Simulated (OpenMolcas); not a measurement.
F IV: CASPT2 settings compared

```
Program             : OpenMolcas
Basis               : ANO-L-VDZP [3s2p1d]
Scalar Hamiltonian  : non-relativistic, point nucleus
Active space        : 4 electrons in 4 orbitals (2s 2p)
State averaging     : 2S+1 = 3 even, 3 roots; 2S+1 = 1 even, 6 roots; 2S+1 = 5 odd, 1 root; 2S+1 = 3 odd, 5 roots
Spin-orbit coupling : RASSI with atomic mean-field integrals over the reference wave functions, term energies averaged over their components
```

Methods on the same reference wave functions:
A. CASSCF
B. SS-CASPT2, IPEA 0.6 Eh, imaginary shift 0.1 Eh (closed shells correlated: 1s)
C. SS-CASPT2, IPEA 0.5 Eh, sigma2 regulariser 0.3 Eh (closed shells correlated: 1s)
D. SS-CASPT2, IPEA 0 Eh, real shift 0.1 Eh (closed shells correlated: none)

Energies in cm⁻¹ above 2s² 2p² ³P₀, the measured ground level; measured values from Moore, Atomic Energy Levels, vol. I, NSRDS-NBS 35 (1971 reprint of NBS Circular 467, 1949).

| Level | A | B | C | D | Measured |
| --- | --- | --- | --- | --- | --- |
| 2s² 2p² ³P₀ | 0.0 | 0.0 | 0.0 | 0.0 | 0.0 |
| 2s² 2p² ³P₁ | 202 | 202 | 202 | 202 | 225 |
| 2s² 2p² ³P₂ | 591 | 591 | 591 | 591 | 613 |
| 2s² 2p² ¹D₂ | 26787 | 25650 | 25750 | 26340 | 25241 |
| 2s² 2p² ¹S₀ | 48803 | 52780 | 52920 | 53780 | 53544 |
| 2s 2p³ ⁵S°₂ | 63678 | 70170 | 70320 | 71310 |  |

Deviations, from unrounded energies. A percentage is the sum of absolute deviations over the sum of measured energies, with the sign that they share, or ± where signs differ.

| Against measurement | Levels | A | B | C | D |
| --- | --- | --- | --- | --- | --- |
| mean absolute deviation (cm-1) | 4 | 1600 | 310 | 290 | 340 |
| fine structure of the ground term (%) | 2 | -5.3 | -5.5 | -5.5 | -5.5 |
| other terms of the ground configuration (%) | 2 | ±8.0 | ±1.5 | ±1.4 | +1.7 |

B, C lie about equally close to measurement and A furthest from it. The largest miss of C in the table is 2s² 2p² ¹S₀, by -620 cm-1. The ranking rests on the paired levels alone, and a cruder setting can come out closer through cancelling errors.

Among B to D the level of the table that moves most is 2s 2p³ ⁵S°₂, by 1100 cm-1 (lowest in B, highest in D). Moves below CASPT2's spread within the term are not significant.

From A to B the spin-free energies of the other terms of 2s² 2p² shown, above ³P, scale by factors of 0.96 to 1.08.

The lowest spin-free term lies below A's lowest term by 0.044 hartree in B, 0.045 hartree in C, 0.049 hartree in D.

The basis is small and was not contracted for so high a charge. Computed and measured levels are paired by configuration, term and J; levels that our copy of the source lacks, or whose pairing is in doubt (as where it misses far off the trend of its configuration), stay unpaired and out of the deviations. Levels of configurations outside the active space are missing. The table leaves out levels that lie high or whose names do not pair safely across all columns.

° marks odd parity.
